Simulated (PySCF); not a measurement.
Br5Nb, SMILES [Nb+]([Br])([Br])([Br])([Br])[Br] (connectivity only; charge and spin as stated), charge +1, multiplicity 2.

Coordinates come from a B3LYP-D3(BJ)/def2-SVP optimisation. The multiplicity is an assumed one; other spin states were not compared. The def2 effective core potentials stand for the cores of Nb; spin–orbit coupling is left out.

Two levels are set side by side: PBE/def2-TZVP (PySCF) and B3LYP/def2-TZVP (PySCF). Same geometry, gas phase. Differences are taken from unrounded values.

```json
[
 {"quantity": "α-spin orbital gap (eV)", "B3LYP": "3.73", "PBE": "2.26", "PBE minus B3LYP": "-1.47"},
 {"quantity": "β-spin orbital gap (eV)", "B3LYP": "1.96", "PBE": "0.89", "PBE minus B3LYP": "-1.07"}
]
```

Rough cost on one machine, each run with all the roots and properties that it gave: B3LYP against PBE within a factor of 2.
